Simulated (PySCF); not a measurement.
SbBr2, SMILES [Br][Sb][Br], multiplicity 2. Atoms are numbered in the order given.

```xyz
3

Sb     0.0000     0.0000     0.9355
Br     0.0000    -1.9390    -0.6816
Br     0.0000     1.9390    -0.6816
```
Charge 0, spin multiplicity 2.

The structure is a stationary point at r2SCAN-D4/def2-SVP. The spin state was assumed, not searched. The isomer is the one that the SMILES or the coordinates give; other isomers of the formula were not compared. The def2 effective core potentials stand for the cores of Sb; spin–orbit coupling is left out.

Level of theory: PBE/def2-TZVPD (PySCF).

Computed frontier levels, dipole moment and polarisability:
```json
{
  "α spin, highest occupied and lowest empty level": "-5.26 and -3.03 eV",
  "β spin, highest occupied and lowest empty level": "-7.24 and -4.23 eV",
  "dipole_moment": "2.12 D",
  "quadrupole, principal values (traceless, Buckingham form, about the centre of nuclear charge)": "-3.77, -0.82, 4.59 D·Å",
  "mean_static_polarisability": "93.2 bohr³ (13.80 Å³)",
  "polarisability_principal_values": "68.4, 89.6, 121.5 bohr³",
  "⟨S²⟩": "0.752 (pure state 0.75)"
}
```
